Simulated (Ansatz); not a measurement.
A search over several starts for the lowest SCF solution of H₅Au₃ at the given spin, in a small basis.

```yaml
crystal:
  periodic: [false, false, false]
  atoms:
    - {symbol: Au, position_ang: [-0.611742, -1.684782, -0.100955]}
    - {symbol: Au, position_ang: [-0.026968, 0.716969, 0.961077]}
    - {symbol: Au, position_ang: [1.187101, -0.146546, -1.554521]}
    - {symbol: H, position_ang: [2.105937, 0.732813, -2.544772]}
    - {symbol: H, position_ang: [-0.685760, 0.395884, 2.402401]}
    - {symbol: H, position_ang: [-1.525827, 1.077147, 0.149472]}
    - {symbol: H, position_ang: [-1.680033, -2.192224, 1.021091]}
    - {symbol: H, position_ang: [1.237294, 1.100739, -0.333793]}
basis:
  gaussian: {orbitals: def2-SVP, initial_orbitals: start.molden}
magnetization: {spin_polarized: true, initial_magnetization: 4}
hamiltonian: {xc: pbe0, dispersion: d4}
output: {orbitals: {seedname: orbitals}}
```

The file start.molden holds the orbitals of an earlier run on this structure, at another level or in another basis.

```sh
$ ansatz run in.yaml --threads 4 --pin off --events-out ev --progress --plain --max-ram 3916MiB
```

Shortened log:

```
Functional definition: PBE0
1239 factors; integrals over basis functions are off by at most 1.3e-3 eV
mean field evaluation 1: about -11155.5863 eV, gradient 3.6e0 eV
mean field evaluation 2: about -11155.6504 eV, gradient 8.6e-2 eV
mean field evaluation 4: about -11156.0067 eV, gradient 5.3e-3 eV
mean field evaluation 8: about -11154.7552 eV, gradient 1.3e1 eV
mean field evaluation 16: about -11156.0065 eV, gradient 1.9e-1 eV
mean field -11156.00670352 eV, -409.9756845416 hartree, gradient 5.8e-5 eV, S^2 6.023184; 1 other end points of the search recorded, 0 dependent functions left out
reference -11156.00674620 eV, -409.9756861098 hartree; 33, 29 occupied and 88, 92 virtual orbitals, 1239 factors
Total energy: -11156.24366952 eV, -409.9843928811 hartree
```

Hardware: 4 threads of Arm Neoverse V2 on a shared host. Wall time 4.2 s.

In the def2 sets Au takes a core potential; there is no spin–orbit coupling. At PBE0-D4/def2-TZVP a singlet of charge 0 lies 4.65 eV below the quintet, each at its own geometry. The structure comes from a short search, and lower isomers may exist.
